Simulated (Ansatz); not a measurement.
Conformers and stereoisomers of C2H5BO, SMILES `BC=CO`, each relaxed with PBE0-D4/def2-TZVP in Ansatz. CBS adds the triple-zeta coupled-cluster correction to the MP2 limit.

Not all of them had a frequency check.

Conformer A:

```xyz
9

B     0.106   -1.541   -0.359
C    -0.421   -0.204    0.102
C     0.390    0.873    0.049
O     0.098    2.120    0.410
H     1.234   -1.614   -0.761
H    -0.569   -2.529   -0.334
H    -1.434   -0.060    0.479
H     1.410    0.799   -0.316
H    -0.812    2.157    0.730
```

Conformer B:

Cartesian coordinates in Å:
```
B -0.272 -1.518 -0.208
C 0.419 -0.361 0.494
C 0.231 0.940 0.199
O -0.596 1.374 -0.757
H -1.051 -1.323 -1.094
H -0.040 -2.645 0.125
H 1.128 -0.528 1.299
H 0.758 1.728 0.740
H -0.578 2.333 -0.798
```

**Question.** Which is lowest in electronic energy at CCSD(T)/CBS (frozen core, def2 sets), and by how much? (An estimate is asked.)

**Answer.** Computed: A; B lies 22.2 kJ/mol higher.

**Question.** Give the energies relative to A (kJ/mol) with r2SCAN-D4/def2-TZVPP, r2SCAN/def2-TZVPP, HF/def2-QZVPP, MP2/def2-QZVPP, CCSD/def2-QZVPP, MP2/CBS(def2), CCSD/CBS(def2). (Best estimate.)

**Answer.** Ansatz gave: 
```json
{"level": "r2SCAN-D4/def2-TZVPP", "B": "23.6"}
{"level": "r2SCAN/def2-TZVPP", "B": "23.7"}
{"level": "HF/def2-QZVPP", "B": "22.8"}
{"level": "MP2/def2-QZVPP", "B": "23.2"}
{"level": "CCSD/def2-QZVPP", "B": "22.1"}
{"level": "MP2/CBS(def2)", "B": "23.1"}
{"level": "CCSD/CBS(def2)", "B": "21.9"}
```
